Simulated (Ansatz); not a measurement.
Basis-set extrapolation for Al2Cl4H2 (`[Cl][Al@H-]1[Cl+][Al@@H-]([Cl])[Cl+]1`) (PBE0-D4/def2-TZVP geometry, frozen core, Ansatz 0.2.0). Multiplicity 1, RHF reference.

|  | def2-TZVPP | def2-QZVPP |
| --- | --- | --- |
| HF | -2323.392512 | -2323.457942 |
| MP2 correlation | -0.916293 | -1.009283 |
| CCSD(T) correlation | -1.033395 | not run |

Energies in hartree. Use E(X) = E(∞) + A·exp(−7.88·√X) for Hartree–Fock and E(X) = E(∞) + B·X^(−2.97) for correlation, with X = 3 and 4, and add CCSD(T) minus MP2 of the smaller set to the MP2 limit.

What is the CCSD(T) energy at the basis-set limit?

HF limit: -2323.457942 + (-0.065430) × 0.13774 = -2323.46695. MP2 limit: -1.009283 + (-0.092990) × 0.74074 = -1.07816. Higher-order term: -1.033395 − (-0.916293) = -0.11710. Total: -2324.66221 hartree, 148.3 kcal/mol below CCSD(T)/def2-TZVPP.
